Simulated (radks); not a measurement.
Values are calculated unless marked as measured or tabulated.
Coulomb parameter of the 5d shell of neutral iridium in the model configuration [Xe] 4f14 5d8 6s1, as a second difference U = [E(n + 0.25) + E(n - 0.25) - 2 E(n)] / (0.25)^2 with all orbitals relaxed. "Bare": the charge of the atom changes with n. "Screened": the 6s shell takes up the change at fixed total charge, which measures U(5d,5d) + U(6s,6s) - 2 U(5d,6s). Level of theory: scalar-relativistic Kohn-Sham, r2SCAN, spin-unpolarised, spherical densities, finite nucleus; meta-GGA in the generalised Kohn-Sham scheme; Fermi nuclear charge, rms radius 5.4032 fm (a radial shooting solver on a logarithmic mesh with Libxc functionals).

start: configuration [Xe] 4f14 5d8 6s1; E - E(n) (eV) 0.000
bare +0.25: configuration [Xe] 4f14 5d8.25 6s1; E - E(n) (eV) -1.103
bare -0.25: configuration [Xe] 4f14 5d7.75 6s1; E - E(n) (eV) 1.665
screened +0.25: configuration [Xe] 4f14 5d8.25 6s0.75; E - E(n) (eV) 0.020
screened -0.25: configuration [Xe] 4f14 5d7.75 6s1.25; E - E(n) (eV) 0.026

U(bare) = 8.986 eV, U(screened by 6s) = 0.738 eV, against the Slater integral F0(5d,5d) = 14.012 eV with frozen orbitals. The step up makes a negative ion, whose loosely bound charge lowers the bare value.
